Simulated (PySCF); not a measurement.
## C₆ coefficients of unlike pairs at PBE0

Calculated with PySCF 2.14 from the dipole response of each species, C₆(A,B) = (3/π) ∫ α_A(iu) α_B(iu) du, in atomic units, from isotropic polarisabilities. For ions this is the dispersion term alone; charge-induced terms of lower order in 1/R come first.

```tsv
species	configuration	basis	relativity	α (bohr³)	C₆ (like pair)
P	[Ne] 3s2 3p3 (4S)	dyall-acv3z (19s12p6d4f)	spin-free X2C	26.38	195.9
Mn³⁺	[Ar] 3d4 (5D)	def2-TZVPPD (6s6p4d2f1g)	none	1.804	4.396
Sn²⁺	[Kr] 4d10 5s2 (1S)	aug-cc-pwCVDZ-PP with ECP28MDF (6s5p4d1f)	core potential	15.15	80.09
Cl²⁺	[Ne] 3s2 3p3 (4S)	aug-cc-pVDZ-DK (5s4p2d)	spin-free X2C	5.807	20.85
```

Task: Estimate C₆ for Cl²⁺ with P.

Result: The integral gives 59.85. The combination rule 2 C_A C_B / (C_A α_B/α_A + C_B α_A/α_B) gives 59.27 and the geometric mean 63.91.

No spin-orbit coupling is included.

The other pairs:

```tsv
pair	C₆
Mn³⁺, P	22.41
Cl²⁺, Mn³⁺	8.743
Sn²⁺, P	123.2
Sn²⁺, Mn³⁺	16.26
Cl²⁺, Sn²⁺	39.76
```
